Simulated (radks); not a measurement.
Problem. The mean radii <r> (bohr) of the occupied orbitals of an atom or ion are listed with their occupations. All-electron calculation, scalar-relativistic Kohn-Sham, r2SCAN, spin-polarised, spherical densities, finite nucleus; meta-GGA in the generalised Kohn-Sham scheme; Fermi nuclear charge, rms radius of each element as measured or else 0.836 A^(1/3) + 0.57 fm. Program: a radial shooting solver on a logarithmic mesh with Libxc functionals.

orbital  occ.      <r>
1s down     1  0.03429
1s up       1  0.03429
2s up       1   0.1495
2s down     1   0.1495
2p up       3   0.1304
2p down     3   0.1304
3s up       1   0.4143
3s down     1   0.4144
3p up       3   0.4157
3p down     3   0.4157
3d up       5   0.3991
3d down     5   0.3990
4s up       1    1.066
4s down     1    1.056
4p up       3    1.181
4p down     3    1.168
4d up       5    1.682
5s up       1    3.135
5s down     1    3.655

Name the element and its charge. Open shells, if any, are filled with parallel spins first.

Solution. Z = 43, technetium, charge 0: Tc in [Kr] 4d5 5s2. The 1s radius gives Z: for a bare nucleus <r> = (2 gamma + 1)/(2Z) with gamma = sqrt(1 - (Z/c)^2), 0.03371 bohr for Z = 43, and screening makes it slightly larger (0.03429 here). The occupations add up to 43, and the charge is Z minus that.
